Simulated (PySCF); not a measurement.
## Si²⁺ (silicon, charge +2) across methods

[Ne] 3p2, high-spin 3P determinant (an excited configuration). All numbers are calculated (PySCF 2.14, the spin-free X2C one-electron Hamiltonian (Gaussian nucleus), in aug-cc-pVDZ-DK). The B2PLYP total includes its PT2 part (frozen core); its orbital energies are those of the SCF part.

```csv
method,E (hartree),mean ε 2p α (eV),mean ε 2p β (eV),mean ε 3p α (eV),Σ⟨r²⟩ (bohr²),⟨S²⟩
PBE,-288.3909,-119.99,-119.60,-22.740,13.96,2.000
UHF,-288.03558,-140.68,-139.88,-25.903,14.49,2.000
B2PLYP,-288.3976,-131.26,-130.68,-24.379,14.15,2.000
r2SCAN,-288.5078,-122.04,-121.64,-22.865,14.01,2.000
PBE0,-288.4054,-125.47,-124.98,-23.658,14.05,2.000
wB97X-V,-288.4725,-127.23,-126.83,-25.724,14.08,2.000
MN15,-288.5242,-125.65,-125.35,-23.974,13.99,2.000
BHandHLYP,-288.5216,-130.94,-130.40,-24.324,14.09,2.000
LDA,-287.3543,-119.94,-119.53,-22.645,13.93,2.000
```
